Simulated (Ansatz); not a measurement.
Cl3GaH3N, SMILES `[NH3+][Ga-]([Cl])([Cl])[Cl]`. The species carries charge 0 and has multiplicity 1. Correlated methods include outer-core shells of Ga, which these sets cover unevenly. Scalar relativity is left out up to krypton.

```xyz
8

N    -0.6671    0.8037   -0.0944
Ga    0.6480   -0.7807    0.0916
Cl    1.2604   -0.5439    2.1439
Cl   -0.6638   -2.4336   -0.3445
Cl    2.0973   -0.2679   -1.4184
H    -0.1588    1.6820   -0.1287
H    -1.2124    0.7118   -0.9460
H    -1.3036    0.8287    0.6964
```

Problem. Give the diagnostics of a CCSD(T)/def2-TZVPP run (frozen core, Ansatz). (Best estimate.)

Solution. Ansatz gave: T1 = 0.0096, largest single amplitude 0.019, largest double 0.020, (T) share of the correlation energy 4.0 %, 8 CCSD cycles. The RHF solution is stable towards an unrestricted one. T1 lies under the customary mark of 0.02 for closed shells.
